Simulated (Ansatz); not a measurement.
Reactions of Br3FSn, SMILES `[F][Sn]([Br])([Br])[Br]`.

Isolated molecules relaxed with PBE0-D4/def2-TZVP in Ansatz; ΔE leaves out vibrations. CBS: MP2 limit from def2 TZ/QZ plus the TZ coupled-cluster correction, frozen cores. This one scheme is used for every species, atoms too. For atomizations the MP2-based limit and the directly extrapolated one differ by several kJ/mol either way, and by 10 to 25 for some Ge, Se and Sn compounds, so smaller differences from it don't rank the levels. DFT in def2-TZVPP. No spin–orbit coupling; open shells (•) take unrestricted orbitals. Spin–orbit coupling would lower the free atoms: a little for F; clearly for Br; strongly for Sn. def2 core potentials past Kr. For Br, Se, Sn outer-core shells are correlated without core-valence functions, so the limit isn't a true one: a few kJ/mol of doubt a bond, and 10 to 20 or more in all where bonds break to atoms. Scalar relativity is left out up to krypton.

```tsv
reaction	RPA@PBE/def2-TZVPP (kJ/mol)	B97M-V (kJ/mol)	CCSD(T)/CBS(def2) (kJ/mol)
`[F][Sn]([Br])([Br])[Br]` + `[Cl][SnH2][Cl]` → `[F][SnH]([Br])[Br]` + `[Cl][SnH]([Cl])[Br]`	-4	-6	-7
`[F][Sn]([Br])([Br])[Br]` + H₂ → `[Br][SnH]([Br])[Br]` + H–F	22	33	24
`[F][Sn]([Br])([Br])[Br]` → `[Br][Sn][Br]` + `FBr`	315	342	357
`[F][Sn]([Br])([Br])[Br]` + H₂ → `[F][SnH]([Br])[Br]` + HBr	63	66	78
`[F][Sn]([Br])([Br])[Br]` → 3 Br• + F• + Sn•	1106	1320	1348
`[F][Sn]([Br])([Br])[Br]` → Br₂ + `[F][Sn][Br]`	216	239	247
`[F][Sn]([Br])([Br])[Br]` + `c1cc[se]c1` → `[Br][SnH]([Br])[Br]` + `Fc1ccc[se]1`	138	141	151
`[F][Sn]([Br])([Br])[Br]` + H–F → `[F][Sn]([F])([Br])[Br]` + HBr	45	38	57
`[F][Sn]([Br])([Br])[Br]` + HBr → `[Br][Sn]([Br])([Br])[Br]` + H–F	-43	-35	-56
`[F][Sn]([Br])([Br])[Br]` + `ClC1(Br)O[SiH2]1` → `[Br][Sn]([Br])([Br])[Br]` + `FC1(Cl)O[SiH2]1`	-42	-47	-46
```

Largest T1 diagnostic: 0.014, for `FC1(Cl)O[SiH2]1`.
